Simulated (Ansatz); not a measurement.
C2H5AlGe, SMILES `[GeH3][Al]1[CH]=[CH]1`, relaxed with RKS PBE-D4/def2-SVP in Ansatz from a rough embedded geometry. The force threshold is 0.03 eV/Å; the program also tests the step.

Total charge 0; spin multiplicity 1.

Start:

```xyz
9

Ge   -0.937   -1.774   -0.045
Al    0.178    0.341   -0.069
C     1.584    1.480   -0.156
C     0.257    2.171    0.204
H    -2.409   -1.678   -0.501
H    -0.874   -2.439    1.399
H    -0.205   -2.779   -1.006
H     2.602    1.619   -0.267
H    -0.196    3.059    0.442
```

By how much does the energy fall, and how many steps does the optimiser take? (Estimate.)

The calculation gave: 108.17 kJ/mol, in 5 steps.

Which bonds change most? (Best estimate.)

Computed: C3–C4 from 1.538 to 1.377 Å; C4–H9 from 1.025 to 1.107 Å; Al2–C3 from 1.811 to 1.886 Å; C3–H8 from 1.034 to 1.107 Å.

Give the relaxed structure. (An estimate is asked.)

The calculation gave: 
```xyz
9

Ge   -0.982   -1.916   -0.054
Al    0.137    0.274   -0.012
C     1.537    1.534   -0.115
C     0.339    2.139    0.194
H    -2.465   -1.794   -0.494
H    -0.958   -2.539    1.368
H    -0.271   -2.903   -1.017
H     2.535    1.995   -0.245
H     0.127    3.210    0.376
```
